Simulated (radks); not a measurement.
Charge is removed step by step from the 2p up level of the oxygen ion O+, starting from [He] 2s2 2p(up 3, down 0). All-electron calculation, non-relativistic Kohn-Sham, LDA (Slater exchange, Perdew-Wang correlation), spin-polarised, spherical densities, point nucleus. Program: a radial shooting solver on a logarithmic mesh with Libxc functionals.

| removed (e) | E - E(0) (eV) | eigenvalue (eV) | E minus straight line (eV) |
|---|---|---|---|
| 0 | 0.000 | -26.438 | 0.000 |
| 0.25 | 7.158 | -30.854 | -1.733 |
| 0.5 | 15.442 | -35.448 | -2.340 |
| 0.75 | 24.896 | -40.214 | -1.776 |
| 1 | 35.563 | -45.144 | 0.000 |

Removing the whole electron costs 35.563 eV by Delta-SCF, against 26.438 eV from minus the eigenvalue at the starting occupation. Slater's transition state (half an electron removed) gives 35.448 eV. Integrating minus the eigenvalue over the occupation (Janak's theorem) gives 35.563 eV. The mean slope of the eigenvalue, de/dn, is 18.7 eV per electron. Ionisation energy of O+ in the NIST Atomic Spectra Database: 35.121 eV (measured).
